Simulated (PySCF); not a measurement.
[Sm(H2O)4]3+: from a saddle point downhill

PySCF 2.14.0, RKS PBE0, Sm lcecp-1-SVP with ECP51, O def2-SVP, H def2-SVP; non-relativistic Hamiltonian with scalar-relativistic core potentials where named; density fitting; no spin-orbit coupling. Relaxed within the symmetry of its start, the geometry (D2d) is

```xyz
13

Sm    0.0000    0.0000    0.0000
O     1.3464    1.3519    1.3519
H     1.7149    1.1525    2.2416
H     1.7149    2.2416    1.1525
O    -1.3464   -1.3519    1.3519
H    -1.7149   -1.1525    2.2416
H    -1.7149   -2.2416    1.1525
O     1.3464   -1.3519   -1.3519
H     1.7149   -2.2416   -1.1525
H     1.7149   -1.1525   -2.2416
O    -1.3464    1.3519   -1.3519
H    -1.7149    2.2416   -1.1525
H    -1.7149    1.1525   -2.2416
```

and its lowest harmonic modes are -136, -51, -51, -14, 41, 52 cm⁻¹ (negative: unstable). It was moved along the lowest mode and relaxed again, within the group S4 that the move left.

Task: Where does it end, and how much lower?

Result: In S4, 0.044 eV lower, after 14 steps:
```xyz
13

Sm    0.0000    0.0000    0.0000
O     1.3971    1.3559    1.2935
H     2.1951    1.0958    1.8063
H     1.3365    2.3255    1.4477
O    -1.3971   -1.2935    1.3559
H    -1.3365   -1.4477    2.3255
H    -2.1951   -1.8063    1.0958
O     1.3971   -1.3559   -1.2935
H     1.3365   -2.3255   -1.4477
H     2.1951   -1.0958   -1.8063
O    -1.3971    1.2935   -1.3559
H    -2.1951    1.8063   -1.0958
H    -1.3365    1.4477   -2.3255
```

Task: How do the contacts change?

Result: 
| contact | saddle (Å) | end (Å) |
| --- | --- | --- |
| Sm1–O2 (H2O) | 2.338 | 2.337 |
| Sm1–O5 (H2O) | 2.338 | 2.337 |
| Sm1–O8 (H2O) | 2.338 | 2.337 |
| Sm1–O11 (H2O) | 2.338 | 2.337 |


No frequency check is given for the end, and other unstable modes may remain.

An lcecp potential fixes the number of 4f electrons, so in runs with it no electron can move into or out of that shell.

State: singlet in the valence, with the 4f electrons in the core potential.
